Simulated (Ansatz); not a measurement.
Consider the formal exchange of groups at the Sn–O bond: `C[O][Sn]([F])([F])[F]` + acetylene → `C#[C][Sn]([F])([F])[F]` + CH₃OH.

Isolated molecules relaxed with PBE0-D4/def2-TZVP in Ansatz; ΔE leaves out vibrations. CCSD(T)/CBS is the MP2 limit (def2-TZVPP, def2-QZVPP) plus CCSD(T) − MP2 in def2-TZVPP, frozen cores. This one scheme is used for every species. def2 core potentials past Kr. For Sn outer-core shells are correlated without core-valence functions, which leaves a few kJ/mol of doubt a bond. Each species was taken in one conformer, which may not be the lowest.

```
                 species  HF/def2-SVP energy (Eh)
 `C[O][Sn]([F])([F])[F]`               -625.87039
                   `C#C`                -76.76245
`C#[C][Sn]([F])([F])[F]`               -587.68228
                   CH₃OH               -114.95431
```

Q: Work out ΔE.

A: ΔE = (-587.68228) + (-114.95431) − (-625.87039) − (-76.76245) = -0.00375 Eh = -2.4 kcal/mol. CCSD(T)/CBS gives +0.3 kcal/mol.

Largest T1 diagnostic among the species: 0.015.

Leaving LDA and LC-ωPBE aside and taking each functional with its dispersion term where it has one, the values, not all of them listed here, spread over 4.2 kcal/mol, from PBE-QIDH to BLYP-D4. From PBE to PBE0 (25 % exact exchange), in def2-TZVPP and without D4, ΔE moves by −1.6 kcal/mol.
